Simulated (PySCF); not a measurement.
**B (boron, neutral): PBE calculation**

Configuration: [He] 2s1 2p1 3s1, high-spin 4P determinant (an excited configuration). Calculation: PySCF 2.14, in aug-cc-pVDZ-DK; the spin-free X2C one-electron Hamiltonian (Gaussian nucleus).

- Total energy: -24.2742 hartree
- One-electron energy: -31.0721 hartree
- Hartree (Coulomb) energy: 10.5185 hartree
- Exchange-correlation energy: -3.7205 hartree
- ⟨S²⟩: 3.7500
- ⟨L²⟩: 2.008
- Sum of ⟨r⟩: 9.889 bohr
- Sum of ⟨r²⟩: 43.00 bohr²
- Traceless quadrupole moment −½Σ⟨3z² − r²⟩ along its main axis: -1.10 e·bohr²
- Langevin diamagnetic susceptibility: -34.1 ×10⁻⁶ cm³/mol

```
shell  electrons  mean orbital energy (hartree)  rms radius, mean of both spins (bohr)
 1s α          1                       -6.92523                                  0.382
 1s β          1                       -6.88897                                  0.382
 2s α          1                       -0.56443                                   1.95
 2p α          1                       -0.35120                                   2.04
 3s α          1                       -0.06794                                   5.89
```

The outer electron is Rydberg-like, and this basis confines it to a smaller radius and binds it less than a complete one would.
